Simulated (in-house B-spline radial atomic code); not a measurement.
**Ionising Ti IX (Ti8+) with different functionals**

Computed with a radial B-spline atomic code at the basis-set limit: non-relativistic Hamiltonian, point nucleus, spin-polarised at highest spin, spherical fractional occupations for the functionals, the average over the highest-spin determinants for Hartree-Fock. The ionisation energy is the difference of two self-consistent energies, [Ne] 3s2 3p2 → [Ne] 3s2 3p1, without Breit or QED terms; ε is the level of the shell that loses the electron (its least bound occupied spin orbital).

Hybrids are left out here: with spherical fractional occupations of an open shell their exact exchange keeps a self-interaction that integer-occupation calculations don't have.

| method | rung | ΔSCF (eV) | -ε(3p) (eV) |
| --- | --- | --- | --- |
| Hartree-Fock | Hartree-Fock | 191.15 | 191.56 |
| LDA VWN5 | LDA | 192.28 | 180.46 |
| LDA PW92 | LDA | ? | ? |
| LDA exchange-only | LDA | 190.68 | 178.92 |
| PBE | GGA | 192.30 | 180.57 |
| PBEsol | GGA | 192.19 | 180.44 |
| BLYP | GGA | 192.26 | 180.44 |
| RPBE | GGA | 192.29 | 180.58 |
| PW91 | GGA | ? | ? |
| BP86 | GGA | 192.38 | 180.61 |
| AM05 | GGA | 192.15 | 180.38 |
| OLYP | GGA | 192.79 | 181.08 |
| TPSS | meta-GGA | 192.46 | 180.81 |
| SCAN | meta-GGA | 192.69 | 181.28 |
| r2SCAN | meta-GGA | 192.60 | 181.20 |
| M06-L | meta-GGA | 192.45 | 181.21 |
| revTPSS | meta-GGA | 192.31 | 180.68 |

Task: What does LDA PW92 give?

Result: ΔSCF 192.27 eV, and -ε(3p) = 180.45 eV.

Task: What does PW91 give?

Result: ΔSCF 192.46 eV, and -ε(3p) = 180.71 eV.

Task: How do they compare with the NIST value?

Result: NIST lists 192.1 eV ± 0.4 (semi-empirical, ground level to ground level). Errors run from -1.42 to +0.69 eV; AM05 is closest (+0.05 eV), though others lie within the uncertainty of it, and part of that can be cancellation, since the calculations leave out relativity, Breit-QED terms, multiplet and fine-structure energies. Hartree-Fock also lacks correlation.
